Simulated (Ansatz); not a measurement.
C₂H₉NOSi, SMILES `C[SiH2]C(N)O` at its PBE0-D4/def2-TZVP geometry, where that method's forces vanish. Charge 0, multiplicity 1.

| atom | x (Å) | y (Å) | z (Å) |
| --- | --- | --- | --- |
| C1 | -0.300 | -0.184 | -2.179 |
| Si2 | 0.393 | -0.675 | -0.518 |
| C3 | 0.026 | 0.592 | 0.857 |
| N4 | 0.356 | 0.138 | 2.193 |
| O5 | -1.357 | 0.878 | 0.777 |
| H6 | 0.150 | 0.748 | -2.528 |
| H7 | -0.113 | -0.955 | -2.930 |
| H8 | -1.378 | -0.031 | -2.098 |
| H9 | 1.876 | -0.834 | -0.582 |
| H10 | -0.181 | -1.972 | -0.054 |
| H11 | 0.615 | 1.507 | 0.689 |
| H12 | 1.315 | 0.340 | 2.439 |
| H13 | 0.188 | -0.853 | 2.321 |
| H14 | -1.591 | 1.300 | 1.612 |

Task: For each bond, give half the difference of the two atoms' forces along it (eV/Å; positive pushes the atoms apart) under PBE-D4, r2SCAN-D4, B3LYP-D4, ωB97M-V in def2-TZVPP. (Estimate.)

Result: Ansatz gave: 
```json
{"bond": "C1–Si2", "length (Å)": "1.866", "PBE-D4": "-0.02", "r2SCAN-D4": "0.00", "B3LYP-D4": "0.11", "ωB97M-V": "0.06"}
{"bond": "C1–H6", "length (Å)": "1.093", "PBE-D4": "0.11", "r2SCAN-D4": "-0.01", "B3LYP-D4": "-0.04", "ωB97M-V": "-0.04"}
{"bond": "C1–H7", "length (Å)": "1.092", "PBE-D4": "0.10", "r2SCAN-D4": "-0.01", "B3LYP-D4": "-0.04", "ωB97M-V": "-0.04"}
{"bond": "C1–H8", "length (Å)": "1.092", "PBE-D4": "0.11", "r2SCAN-D4": "-0.01", "B3LYP-D4": "-0.05", "ωB97M-V": "-0.05"}
{"bond": "Si2–C3", "length (Å)": "1.905", "PBE-D4": "-0.04", "r2SCAN-D4": "-0.08", "B3LYP-D4": "-0.04", "ωB97M-V": "-0.10"}
{"bond": "Si2–H9", "length (Å)": "1.493", "PBE-D4": "0.06", "r2SCAN-D4": "-0.02", "B3LYP-D4": "-0.10", "ωB97M-V": "-0.11"}
{"bond": "Si2–H10", "length (Å)": "1.492", "PBE-D4": "0.08", "r2SCAN-D4": "-0.02", "B3LYP-D4": "-0.10", "ωB97M-V": "-0.12"}
{"bond": "C3–N4", "length (Å)": "1.449", "PBE-D4": "0.06", "r2SCAN-D4": "0.17", "B3LYP-D4": "0.21", "ωB97M-V": "0.22"}
{"bond": "C3–O5", "length (Å)": "1.415", "PBE-D4": "0.33", "r2SCAN-D4": "0.30", "B3LYP-D4": "0.30", "ωB97M-V": "0.24"}
{"bond": "C3–H11", "length (Å)": "1.101", "PBE-D4": "0.09", "r2SCAN-D4": "-0.06", "B3LYP-D4": "-0.16", "ωB97M-V": "-0.16"}
{"bond": "N4–H12", "length (Å)": "1.010", "PBE-D4": "0.21", "r2SCAN-D4": "-0.02", "B3LYP-D4": "-0.06", "ωB97M-V": "-0.07"}
{"bond": "N4–H13", "length (Å)": "1.013", "PBE-D4": "0.23", "r2SCAN-D4": "0.00", "B3LYP-D4": "-0.05", "ωB97M-V": "-0.07"}
{"bond": "O5–H14", "length (Å)": "0.965", "PBE-D4": "0.43", "r2SCAN-D4": "0.02", "B3LYP-D4": "-0.05", "ωB97M-V": "-0.10"}
```

B3LYP here is the variant with VWN-RPA as its local correlation; programs differ in this.
